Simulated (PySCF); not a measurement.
SMILES O[SiH2]O, B3LYP/def2-SVP optimised geometry.

```
7

O      0.97    -0.62     0.00
Si    -0.70    -0.62     0.00
O     -1.37     0.90     0.00
H      1.43    -0.47    -0.83
H     -1.10    -1.24     1.28
H     -1.19    -1.38    -1.20
H     -1.43     1.38    -0.84
```

Density from PySCF with B3LYP/def2-TZVP at that geometry.

Minimum of the electron density along straight lines between bonded atoms, close to the bond critical point (lines longer than 1.1 times the sum of covalent radii, or with two minima, are not listed):

```
bond    length / Å  ρ at the minimum / e bohr⁻³  ∇²ρ there / e bohr⁻⁵  position (fraction from the first atom)
------  ----------  ---------------------------  --------------------  ---------------------------------------
O1–Si2       1.664                        0.133                  0.76                                     0.59
Si2–O3       1.664                        0.133                  0.76                                     0.41
O1–H4        0.964                        0.353                 -2.37                                     0.80
Si2–H5       1.477                        0.128                  0.14                                     0.49
Si2–H6       1.497                        0.122                  0.12                                     0.49
O3–H7        0.964                        0.353                 -2.37                                     0.80
```
